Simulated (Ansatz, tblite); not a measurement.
Removing an electron: the cluster Cu3Br4⁻. Total charge -1; singlet. Geometry: PBE-D4/def2-SVPD. Ansatz, gas phase; energy differences of separate SCF runs; the oxidised species was run as a doublet alone.

```xyz
7

Cu   -0.9288   -0.9192    0.5320
Cu    0.1149    1.3207    0.4828
Cu    0.9139   -0.4507   -1.1339
Br    1.8924    1.6788   -1.1704
Br    0.3703   -0.1174    2.4885
Br   -2.2770    1.0578   -0.1232
Br   -0.0856   -2.5700   -1.0757
```

The xTB rows come from tblite. The structure comes from a short search, and lower isomers may exist.

| level | −HOMO (eV) | vertical IE (eV) | −LUMO (eV) | HOMO–LUMO gap (eV) |
| --- | --- | --- | --- | --- |
| GFN1-xTB | 6.30 | 8.84 | 2.18 | 4.12 |
| GFN2-xTB | 6.40 | 9.37 | -1.53 | 7.93 |
| PBE-D4/def2-SVP | 0.42 | 3.30 | -2.24 | 2.66 |
| B97M-V/def2-SVP | 0.76 | 3.51 | -2.31 | 3.07 |

 Raw xTB energy differences between charge states are shifted by several eV; the methods need an empirical correction for them.
